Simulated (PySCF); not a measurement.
# Ne: excitation energy

Ne [Ne] (1S) → Ne [He] 2s2 2p5 3s1 (3P), as a difference of total energies. All numbers are calculated (PySCF 2.14, scalar relativity by spin-free X2C-1e, in aug-cc-pCVTZ-DK with one added diffuse shell each of s, p, d, f type (8s7p5d3f, 75 functions)). Correlated levels: valence and next inner shell: nothing frozen. The calculations carry no spin-orbit coupling.

```csv
method,excitation energy (cm⁻¹)
UHF,120270
MP2 (valence and next inner shell),135160
SCS-MP2 (valence and next inner shell),134190
CCSD (valence and next inner shell),132750
CCSD(T) (valence and next inner shell),133250
```

A first-order spin-orbit estimate (lowest level to lowest level, LS coupling) adds -0.032 eV.

The promoted electron is Rydberg-like, and one or two diffuse shells describe it only roughly, which tends to raise the upper state.
